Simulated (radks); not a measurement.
Task: All-electron atom: the germanium ion Ge+ in [Ar] 3d10 4s2 4p1 (the NIST ground configuration). Calculated with a radial shooting solver on a logarithmic mesh with Libxc functionals: Dirac Kohn-Sham, PBEsol, spin-unpolarised, spherical densities, finite nucleus; open shells fill j = l - 1/2 first; Fermi nuclear charge, rms radius 4.0742 fm.

Spin-orbit splittings of the eigenvalues, e(l+1/2) - e(l-1/2), with zeta = 2 splitting/(2l+1) and mean radii in bohr:

shell  occ.  splitting (eV)  zeta (eV)  <r> j=l-1/2  <r> j=l+1/2
2p        6           31.83      21.22       0.1813       0.1849
3p        6               ?          ?       0.6401       0.6509
3d       10          0.5860     0.2344       0.7321       0.7374
4p        1          0.2467     0.1645        2.518        2.557

Estimate the 3p splitting.

Result: 4.278 eV (zeta = 2.852 eV).
